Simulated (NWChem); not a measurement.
System: silicon dioxide molecule (SiO2); SMILES O=[Si]=O

The following NWChem deck was run.

```
start job
memory heap 200 mb stack 900 mb global 1100 mb
geometry units angstroms
  O      0.000000     0.000000    -1.518369
  Si     0.000000     0.000000     0.000000
  O      0.000000     0.000000     1.518369
end
basis spherical
  * library def2-svp
end
dft
  xc xpbe96 cpbe96
  iterations 150
end
driver
  maxiter 120
end
task dft optimize
task dft freq
```

Excerpt of the output:

```
             Northwest Computational Chemistry Package (NWChem) 7.3.0
             --------------------------------------------------------

 ORDER OF PRIMARY AXIS IS BEING SET TO 4
 D4H symmetry detected

 AUTOZ failed to generate good internal coordinates.
 Cartesian coordinates will be used in optimizations.

                             Geometry "geometry" -> ""
                             -------------------------

 Output coordinates in angstroms (scale by  1.889725989 to convert to a.u.)

  No.       Tag          Charge          X              Y              Z
 ---- ---------------- ---------- -------------- -------------- --------------
    1 O                    8.0000     0.00000000     0.00000000    -1.51836900
    2 Si                  14.0000     0.00000000     0.00000000     0.00000000
    3 O                    8.0000     0.00000000     0.00000000     1.51836900

 Effective nuclear repulsion energy (a.u.)      89.2203250619

      Symmetry information
      --------------------

 Group name             D4h
 Group number             28
 Group order              16
 No. of unique centers     2

  pbe96 is a nonlocal functional; adding pw91lda local functional.

                           NWChem Geometry Optimization
                           ----------------------------

 maximum gradient threshold         (gmax) =   0.000450
 rms gradient threshold             (grms) =   0.000300
 maximum cartesian step threshold   (xmax) =   0.001800
 rms cartesian step threshold       (xrms) =   0.001200
 fixed trust radius                (trust) =   0.300000
 source of zmatrix                         =

          -------------------
          Energy Minimization
          -------------------

 Using diagonal initial Hessian

          --------
          Step   0

                                 NWChem DFT Module
                                 -----------------

 Summary of "ao basis" -> "ao basis" (spherical)
 ------------------------------------------------------------------------------
       Tag                 Description            Shells   Functions and Types
 ---------------- ------------------------------  ------  ---------------------
 O                          def2-svp                 6       14   3s2p1d
 Si                         def2-svp                 8       18   4s3p1d

      Symmetry analysis of basis
      --------------------------

        a1g        11
        a1u         0
        a2g         0
        a2u         9
        b1g         2
        b1u         1
        b2g         2
        b2u         1
        eg          8
        eu         12

            General Information
            -------------------
          SCF calculation type: DFT
          Wavefunction type:  closed shell.
          No. of atoms     :     3
          No. of electrons :    30
           Alpha electrons :    15
            Beta electrons :    15
          Charge           :     0
          Spin multiplicity:     1
          Use of symmetry is: on ; symmetry adaption is: on
          Maximum number of iterations: 150
          AO basis - number of functions:    46
                     number of shells:    20
          Convergence on energy requested:  1.00D-06
          Convergence on density requested:  1.00D-05
          Convergence on gradient requested:  5.00D-04

              XC Information
              --------------
          PerdewBurkeErnzerhof Exchange Functional  1.000
            Perdew 1991 LDA Correlation Functional  1.000 local
           PerdewBurkeErnz. Correlation Functional  1.000 non-local

             Grid Information
             ----------------
          Grid used for XC integration:  medium
          Radial quadrature: Mura-Knowles
          Angular quadrature: Lebedev.
          Tag              B.-S. Rad. Rad. Pts. Rad. Cut. Ang. Pts.
          ---              ---------- --------- --------- ---------
          O                   0.60       49           8.0       434
          Si                  1.10       88           6.0       590
          Grid pruning is: on
          Number of quadrature shells:   137
          Spatial weights used:  Erf1

      Superposition of Atomic Density Guess
      -------------------------------------

 Sum of atomic energies:        -438.12085208

      Non-variational initial energy
      ------------------------------

 Total energy =    -438.424833
 1-e energy   =    -783.701475
 2-e energy   =     256.056317
 HOMO         =      -0.493380
 LUMO         =      -0.128517

      Symmetry analysis of molecular orbitals - initial
      -------------------------------------------------

 !! scf_movecs_sym_adapt:    6 vectors were symmetry contaminated

  Symmetry fudging

 !! scf_movecs_sym_adapt:    4 vectors were symmetry contaminated

  Numbering of irreducible representations:

     1 a1g         2 a1u         3 a2g         4 a2u         5 b1g
     6 b1u         7 b2g         8 b2u         9 eg         10 eu

  Orbital symmetries:

     1 a1g         2 a2u         3 a1g         4 a1g         5 a2u
     6 eu          7 eu          8 a1g         9 a2u        10 a1g
    11 a2u        12 eu         13 eu         14 eg         15 eg
    16 a1g        17 eu         18 eu         19 a2u        20 a1g
    21 eu         22 eu         23 b1g        24 b2g        25 eg

   convergence    iter        energy       DeltaE   RMS-Dens  Diis-err
 ---------------- ----- ----------------- --------- --------- ---------
 d= 0,ls=0.0,diis     1   -439.2203921542 -5.28D+02  6.34D-02  1.51D+00
 d= 0,ls=0.0,diis     2   -437.7364490277  1.48D+00  4.62D-02  1.40D+01
 d= 0,ls=0.0,diis     3   -439.4297231345 -1.69D+00  2.44D-03  7.54D-03
 d= 0,ls=0.0,diis     4   -439.4302455124 -5.22D-04  7.42D-04  3.00D-03
 d= 0,ls=0.0,diis     5   -439.4304994273 -2.54D-04  2.35D-04  1.89D-04
  Resetting Diis
 d= 0,ls=0.0,diis     6   -439.4305229640 -2.35D-05  1.97D-05  2.61D-06
 d= 0,ls=0.0,diis     7   -439.4305232591 -2.95D-07  7.99D-06  4.39D-08

         Total DFT energy =     -439.430523259101
      One electron energy =     -785.329271551640
           Coulomb energy =      294.459304252825
    Exchange-Corr. energy =      -37.780881022193
 Nuclear repulsion energy =       89.220325061907

 Numeric. integr. density =       29.999996411045

                  Occupations of the irreducible representations
                  ----------------------------------------------

                     irrep           alpha         beta
                     --------     --------     --------
                     a1g               5.0          5.0
                     a1u               0.0          0.0
                     a2g               0.0          0.0
                     a2u               4.0          4.0
                     b1g               0.0          0.0
                     b1u               0.0          0.0
                     b2g               0.0          0.0
                     b2u               0.0          0.0
                     eg                2.0          2.0
                     eu                4.0          4.0

                       DFT Final Molecular Orbital Analysis
                       ------------------------------------

 Vector   13  Occ=2.000000D+00  E=-3.335901D-01  Symmetry=eu
              MO Center=  1.5D-16, -1.8D-16,  4.5D-14, r^2= 2.5D+00
   Bfn.  Coefficient  Atom+Function         Bfn.  Coefficient  Atom+Function
  ----- ------------  ---------------      ----- ------------  ---------------
     5      0.266044  1 O  py                37      0.266044  3 O  py
     4      0.257351  1 O  px                36      0.257351  3 O  px
    23      0.196307  2 Si py                22      0.189894  2 Si px
     8      0.174181  1 O  py                40      0.174181  3 O  py
    26      0.173221  2 Si py                 7      0.168490  1 O  px

 Vector   14  Occ=2.000000D+00  E=-2.923136D-01  Symmetry=eg
              MO Center=  5.9D-14, -4.5D-14, -5.9D-14, r^2= 2.7D+00
   Bfn.  Coefficient  Atom+Function         Bfn.  Coefficient  Atom+Function
  ----- ------------  ---------------      ----- ------------  ---------------
     4      0.352379  1 O  px                36     -0.352379  3 O  px
     5     -0.266707  1 O  py                37      0.266707  3 O  py
     7      0.246286  1 O  px                39     -0.246286  3 O  px
     8     -0.186408  1 O  py                40      0.186408  3 O  py
    31      0.120144  2 Si d  1              29      0.090934  2 Si d -1

 Vector   15  Occ=2.000000D+00  E=-2.923136D-01  Symmetry=eg
              MO Center= -3.5D-16, -3.0D-16, -3.7D-14, r^2= 2.7D+00
   Bfn.  Coefficient  Atom+Function         Bfn.  Coefficient  Atom+Function
  ----- ------------  ---------------      ----- ------------  ---------------
     5      0.352379  1 O  py                37     -0.352379  3 O  py
     4      0.266707  1 O  px                36     -0.266707  3 O  px
     8      0.246286  1 O  py                40     -0.246286  3 O  py
     7      0.186408  1 O  px                39     -0.186408  3 O  px
    29     -0.120144  2 Si d -1              31      0.090934  2 Si d  1

 Vector   16  Occ=0.000000D+00  E=-1.479917D-01  Symmetry=a1g
              MO Center= -3.1D-16, -3.5D-16,  8.5D-16, r^2= 2.6D+00
   Bfn.  Coefficient  Atom+Function         Bfn.  Coefficient  Atom+Function
  ----- ------------  ---------------      ----- ------------  ---------------
    18      0.808634  2 Si s                  6     -0.305013  1 O  pz
    38      0.305013  3 O  pz                30     -0.266486  2 Si d  0
    17      0.231561  2 Si s                 16      0.213851  2 Si s
     9     -0.172820  1 O  pz                41      0.172820  3 O  pz
     3     -0.150132  1 O  s                 35     -0.150132  3 O  s

 Vector   17  Occ=0.000000D+00  E=-5.058095D-02  Symmetry=eu
              MO Center=  6.3D-16,  3.2D-16, -3.0D-15, r^2= 2.7D+00
   Bfn.  Coefficient  Atom+Function         Bfn.  Coefficient  Atom+Function
  ----- ------------  ---------------      ----- ------------  ---------------
    26      0.562432  2 Si py                25      0.437144  2 Si px
    23      0.325845  2 Si py                22      0.253260  2 Si px
     5     -0.251404  1 O  py                37     -0.251404  3 O  py
     8     -0.243697  1 O  py                40     -0.243697  3 O  py
     4     -0.195401  1 O  px                36     -0.195401  3 O  px

[...]

      ----------------------
      Optimization converged
      ----------------------

  Step       Energy      Delta E   Gmax     Grms     Xrms     Xmax
  ---- ---------------- -------- -------- -------- -------- --------
@    2    -439.43152590 -6.7D-07  0.00004  0.00002  0.00049  0.00104
                                     ok       ok       ok       ok

                         Geometry "geometry" -> "geometry"
                         ---------------------------------

 Output coordinates in angstroms (scale by  1.889725989 to convert to a.u.)

  No.       Tag          Charge          X              Y              Z
 ---- ---------------- ---------- -------------- -------------- --------------
    1 O                    8.0000     0.00000000     0.00000000    -1.54057480
    2 Si                  14.0000     0.00000000     0.00000000     0.00000000
    3 O                    8.0000     0.00000000     0.00000000     1.54057480

 Effective nuclear repulsion energy (a.u.)      87.9343060930

      Symmetry information
      --------------------

 Group name             D4h
 Group number             28
 Group order              16
 No. of unique centers     2

 ==============================================================================
                                internuclear distances
 ------------------------------------------------------------------------------
       center one      |      center two      | atomic units |  angstroms
 ------------------------------------------------------------------------------
    2 Si               |   1 O                |     2.91126  |     1.54057
    3 O                |   2 Si               |     2.91126  |     1.54057
 ------------------------------------------------------------------------------
                         number of included internuclear distances:          2
 ==============================================================================

[second-derivative integrals and response iterations left out]

  Vibrational analysis via the FX method

  See chapter 2 in "Molecular Vibrations" by Wilson, Decius and Cross

  Vib: Default input used

 ---------------------------- Atom information ----------------------------
     atom    #        X              Y              Z            mass
 --------------------------------------------------------------------------
    O        1  0.0000000D+00  0.0000000D+00 -2.9112642D+00  1.5994910D+01
    Si       2  0.0000000D+00  0.0000000D+00  0.0000000D+00  2.7976930D+01
    O        3  0.0000000D+00  0.0000000D+00  2.9112642D+00  1.5994910D+01
 --------------------------------------------------------------------------

[unprojected Hessian and modes left out]

        Vibrational analysis via the FX method
  --- with translations and rotations projected out ---
  --- via the Eckart algorithm                      ---
 Dependent rotation vector no.                    3
  found in ECKART; assuming linear geometry
 Projected Nuclear Hessian trans-rot subspace norm:3.0992D-33
                         (should be close to zero!)

[projected Hessian left out]

 Rotational Constants
 --------------------
 A=   0.000000 cm-1  (  0.000000 K)
 B=   0.222036 cm-1  (  0.319453 K)
 C=   0.222036 cm-1  (  0.319453 K)

 Temperature                      =   298.15K
 frequency scaling parameter      =   1.0000

 Linear Molecule

 Zero-Point correction to Energy  =    4.147 kcal/mol  (  0.006608 au)
 Thermal correction to Energy     =    6.217 kcal/mol  (  0.009907 au)
 Thermal correction to Enthalpy   =    6.809 kcal/mol  (  0.010850 au)

 Total Entropy                    =   55.547 cal/mol-K
   - Translational                =   38.177 cal/mol-K (mol. weight =  59.9668)
   - Rotational                   =   14.193 cal/mol-K (symmetry #  =        2)
   - Vibrational                  =    3.177 cal/mol-K

 Cv (constant volume heat capacity) =    8.925 cal/mol-K
   - Translational                  =    2.979 cal/mol-K
   - Rotational                     =    1.986 cal/mol-K
   - Vibrational                    =    3.959 cal/mol-K

[normal modes left out]

 ----------------------------------------------------------------------------
 Normal Eigenvalue ||           Projected Infra Red Intensities
  Mode   [cm**-1]  || [atomic units] [(debye/angs)**2] [(KM/mol)] [arbitrary]
 ------ ---------- || -------------- ----------------- ---------- -----------
    1       -0.000 ||    0.000000           0.000         0.000       0.000
    2       -0.000 ||    0.000000           0.000         0.000       0.000
    3       -0.000 ||    0.000000           0.000         0.000       0.000
    4       -0.000 ||    0.000000           0.000         0.000       0.000
    5        0.000 ||    0.000000           0.000         0.000       0.000
    6      281.910 ||    0.055514           1.281        54.118      29.469
    7      281.910 ||    0.055514           1.281        54.118      29.469
    8      948.250 ||    0.000000           0.000         0.000       0.000
    9     1390.081 ||    0.058514           1.350        57.043      31.062
 ----------------------------------------------------------------------------
```

Level: PBE/def2-SVP.
